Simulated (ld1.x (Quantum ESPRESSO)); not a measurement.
**Which change was made? (Ca, PAW)**

- Element: calcium
- Generator: ld1.x (Quantum ESPRESSO) 7.5
- Type: PAW
- Functional: LDA (PZ)
- Relativity: scalar-relativistic
- Frozen core: [Ne]
- Valence charge: 10
- Reference configuration: 3s2 3p6 3d0 4s0 4p0 (charge +2)
- Partial waves: 3s (bound): rcut 1.70, rcutus 1.80 bohr; 4s (bound, empty): rcut 1.70, rcutus 1.80 bohr; 3p (bound): rcut 1.90, rcutus 2.20 bohr; 4p (bound, empty): rcut 1.90, rcutus 2.20 bohr; 3d (bound, empty): rcut 1.35, rcutus 1.45 bohr; 3d channel at 0.05 Ry: rcut 1.35, rcutus 1.45 bohr
- Local potential: all-electron potential smoothed inside 1.40 bohr (lloc = -1)
- Core correction: a·sin(br)/r model core, default radius (core density twice the valence density)
- Augmentation charge: BESSEL, radius 1.30 bohr

Cutoffs, loose and tight: the cutoffs (Ry, on a coarse ladder) from which the occupation-weighted sum of valence levels, in a spherical-Bessel basis at the reference potential, stays within 10 and 1 mRy of its value at 400 Ry. They do not see the model core or the augmentation charge, which bear on the density cutoff. Test errors are all-electron minus pseudo excitation energies from the reference, over the configurations 3s2 3p6 3d0 4s2 4p0; 3s2 3p6 3d0 4s1 4p0; 3s2 3p6 3d0 4s1.5 4p0; 3s1 3p6 3d0 4s2 4p0; 3s2 3p6 3d0.5 4s1.5 4p0; 3s2 3p6 3d0 4s1 4p1; 3s2 3p6 3d1 4s0 4p0 (two spin-polarised tests are not counted in the largest error); variants that change the core or the reference have their own tests. The largest error is taken over the tests solved by every variant that gives reliable tests at all, those not shown here included: 3s2 3p6 3d0 4s1 4p0; 3s2 3p6 3d0 4s1.5 4p0; 3s2 3p6 3d0 4s2 4p0.

The base gives: outcome: generated, overlap not positive; bound ghosts: not determined (overlap not positive); largest test error (meV): +2.3.

Question: After one change the result is: outcome: generated; cutoff, loose: 30 Ry; cutoff, tight: 45 Ry; bound ghosts: none; largest test error (meV): +0.4. Which change was it?
A. all radii but the core radius scaled by about 0.77 (s 1.38, p 1.68, d 1.12 bohr, rcut 1.30/1.46/1.04); local potential all-electron potential smoothed inside 1.08 bohr (lloc = -1); augmentation BESSEL, radius 1.00 bohr
B. all radii but the core radius scaled by about 1.12 (s 2.00, p 2.46, d 1.62 bohr, rcut 1.90/2.12/1.50); local potential all-electron potential smoothed inside 1.56 bohr (lloc = -1); augmentation BESSEL, radius 1.44 bohr
C. all radii but the core radius scaled by about 1.25 (s 2.24, p 2.74, d 1.82 bohr, rcut 2.12/2.38/1.68); local potential all-electron potential smoothed inside 1.74 bohr (lloc = -1); augmentation BESSEL, radius 1.62 bohr

Answer: A. The others give: all radii but the core radius scaled by about 1.12 (s 2.00, p 2.46, d 1.62 bohr, rcut 1.90/2.12/1.50); local potential all-electron potential smoothed inside 1.56 bohr (lloc = -1); augmentation BESSEL, radius 1.44 bohr → outcome: generated; cutoff, loose: 15 Ry; cutoff, tight: 25 Ry; bound ghosts: none; largest test error (meV): +0.6 | all radii but the core radius scaled by about 1.25 (s 2.24, p 2.74, d 1.82 bohr, rcut 2.12/2.38/1.68); local potential all-electron potential smoothed inside 1.74 bohr (lloc = -1); augmentation BESSEL, radius 1.62 bohr → outcome: generated; cutoff, loose: 12 Ry; cutoff, tight: 18 Ry; bound ghosts: none; largest test error (meV): +0.4. A file whose overlap is not positive is unfit for use, and its test errors describe a broken file.
